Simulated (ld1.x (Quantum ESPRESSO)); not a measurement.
## helium: one change to a TM potential, before and after

```json
{"Element": "helium (He)", "Generator": "ld1.x (Quantum ESPRESSO) 7.5", "Type": "norm-conserving Troullier–Martins (Kleinman–Bylander form)", "Functional": "LDA (PZ)", "Relativity": "non-relativistic", "Frozen core": "none", "Valence charge": "2", "Reference configuration": "1s1.5 (charge +0.5)", "Partial waves": "1s (bound): rc 0.55 bohr; 2p channel at -0.1 Ry: rc 0.45 bohr", "Local potential": "all-electron potential smoothed inside 0.45 bohr (lloc = -2)", "Core correction": "none"}
```

Change: all radii scaled by about 1.32 (s 0.72, p 0.60 bohr); local potential all-electron potential smoothed inside 0.60 bohr (lloc = -2).

Cutoffs: the cutoffs (Ry, on a coarse ladder) from which the occupation-weighted sum of valence levels, in a spherical-Bessel basis at the reference potential, stays within 10 and 1 mRy of its value at 400 Ry; they do not see the model core or the augmentation charge, which bear on the density cutoff. Errors are all-electron minus pseudo energies relative to the spin-unpolarised reference configuration.

Question: How do hardness, ghosts and transferability respond?

Answer: The potential gets softer (140 Ry and 200 Ry → 100 Ry and 160 Ry); of the 4 tests that both files solve, the error grows in 4 and shrinks in 0 by more than 15 % and 0.3 meV (median size 1.2 → 4.0 meV); neither file shows a bound ghost. A larger radius leaves more room for a smooth pseudo-wave, so fewer plane waves are needed. More of the atom is replaced by a form fitted at one configuration, so other configurations suffer.

| quantity | base | changed |
| --- | --- | --- |
| cutoff, loose | 140 Ry | 100 Ry |
| cutoff, tight | 200 Ry | 160 Ry |
| bound ghosts | none | none |
| error for 1s2, meV [ΔE -10.37 eV] | +0.5 | +2.0 |
| error for 1s1, meV [ΔE 16.11 eV] | +1.5 | +5.2 |
| error for 1s1.5 (spin-polarised), meV [ΔE -0.35 eV] | -1.0 | -2.8 |
| error for 1s1 (spin-polarised), meV [ΔE 13.91 eV] | -5.3 | -14 |
